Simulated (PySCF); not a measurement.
H2Se, charge -1, doublet, at the geometry of the source list (a state made from the parent by changing its charge; the spin is typed, not shown lowest) (in this run its highest filled SCF level lies above zero, so its values depend strongly on the basis, on diffuse functions most of all). Base run: B3LYP/def2-SVP in PySCF.

PySCF was given this input:
```python
from pyscf import gto, scf, dft

mol = gto.M(
    atom='''
Se   -0.00260000    0.66900000    0.00000000
H    -1.03130000   -0.33780000    0.00000000
H     1.03390000   -0.33120000   -0.00000000
''',
    basis='def2-svp',
    charge=-1,
    spin=1,
    verbose=5,
)

mf = dft.UKS(mol)
mf.xc = 'b3lyp'
mf.kernel()
mo_i, mo_e, stable_i, stable_e = mf.stability(internal=True, external=False, return_status=True, nroots=6, tol=1e-6)
print('internally stable:', stable_i, ' externally stable:', stable_e)
if not stable_i:
    umf = mf.copy()
    umf.scf_summary = {}
    umf.kernel(umf.make_rdm1(mo_i, mf.mo_occ))
```

The bond that is stretched is that between atoms 2 and 1. A test that says stable can miss a lower solution.

The base run was repeated with changes; each row names its change, and settings that it needs were set with it.

| change | ΔE vs base (eV) | <S^2> | stability test says |
|---|---|---|---|
| base | 0.00 | 0.753 | internally stable (external not tested) |
| bond × 1.25 | -1.15 | 0.752 | internally stable (external not tested) |
| bond × 1.5 | -1.50 | 0.753 | internally stable (external not tested) |
| bond × 1.8 | -1.51 | 0.754 | internally stable (external not tested) |
| bond × 2.2 | -1.38 | 0.754 | internally stable (external not tested) |
| bond × 3.0 | -1.22 | 0.754 | internally stable (external not tested) |

On stretching, the SCF can end on different states; <S^2> shows the spin contamination of each.
